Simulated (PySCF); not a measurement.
Compound: CHBCl2Se.
SMILES: `ClB(Cl)C=[Se]`

Computed, not measured: MP2 and CCSD/aug-cc-pVDZ in PySCF, restricted Hartree–Fock reference, 21 core orbitals frozen, non-relativistic, gas phase, PBE0-D3(BJ)/def2-SVP geometry.

E(HF) = -3382.02078 Eh.

Q: How large is the problem?

A: 145 basis functions and 80 electrons; 21 orbitals frozen, which leaves o = 19 correlated occupied and v = 105 virtual orbitals. That is o·v = 1995 singles and o·v(o·v + 1)/2 = 1991010 distinct closed-shell doubles amplitudes before symmetry; the costliest CCSD step grows as o²v⁴ = 4.4 × 10^10.

Q: What are the MP2 and CCSD correlation energies?

A: MP2 -0.6507 Eh and CCSD -0.6888 Eh, which gives totals of -3382.67145 and -3382.70961 Eh. That is 0.493 eV for each correlated electron at CCSD (1809 kJ/mol in all, 0.020 % of the total energy); MP2 gives 94.5 % of the CCSD value.

Q: What is the T1 diagnostic?

A: 0.0127, below the customary warning level of 0.02. It is the norm of the spatial-orbital singles amplitudes over the root of the number of correlated electrons, so the norm is 0.078.

Q: How does correlation change the dipole moment?

A: HF gives 0.95 D and CCSD (unrelaxed density) 0.72 D, a change of -0.23 D; the two vectors are 8° apart.

Connected triples and the basis-set limit are missing.

The job also held the EOM ionisation roots. The run took 2.1 min of wall time on one thread of an x86-64 server (shared host).

Shape of the structure used: `[Cl:1][B:2]([Cl:3])[CH:4]=[Se:5]`: Cl1–B2–C4–Se5 -11°.
